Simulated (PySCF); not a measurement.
Al(Cl)2(OEt) (C₂H₅AlCl₂O), SMILES CC[O][Al]([Cl])[Cl].

The structure is a stationary point at PBE-D3(BJ)/def2-SVP. One conformer was computed; it need not be the lowest.

The numbers are results of PBE-D3(BJ)/def2-SVP (PySCF 2.14.0), not measurements.

Frequencies are harmonic and unscaled.

```csv
mode,ν (cm⁻¹),IR (km/mol),moving atoms (share of kinetic energy)
1,32,0.2,"C 43 %, H 38 %, Cl 15 %"
2,60,0.3,"C 31 %, O 31 %, H 19 %, Cl 14 %"
3,69,2.8,"Cl 39 %, C 31 %, H 23 %"
4,142,6.3,"Cl 68 %, Al 14 %, O 9 %"
5,204,18.6,"Al 40 %, Cl 22 %, O 16 %, C 12 %, H 11 %"
6,218,29.9,"Al 43 %, O 26 %, Cl 15 %, H 14 %"
7,291,3.6,"H 76 %, O 10 %, C 8 %"
8,406,11.3,"Cl 63 %, O 24 %"
9,434,13.1,"O 36 %, C 31 %, H 28 %"
10,617,168.3,"Al 69 %, Cl 31 %"
11,734,57.9,"Al 46 %, C 23 %, O 16 %, H 13 %"
12,785,0.8,H 92 %
13,925,23.8,"H 46 %, C 35 %, O 12 %"
14,1073,7.9,"C 57 %, H 40 %"
15,1129,25.2,"H 56 %, C 38 %"
16,1167,322.6,"O 46 %, C 40 %, H 11 %"
17,1264,11.4,H 91 %
18,1326,2.3,"H 81 %, C 18 %"
19,1360,30.0,"H 73 %, C 25 %"
20,1408,6.7,H 97 %
21,1422,0.3,H 96 %
22,1449,2.1,H 92 %
23,2934,65.9,H 94 %
24,2966,10.6,H 97 %
25,2988,27.9,"H 91 %, C 9 %"
26,3058,24.7,"H 91 %, C 9 %"
27,3068,16.5,"H 91 %, C 9 %"
```
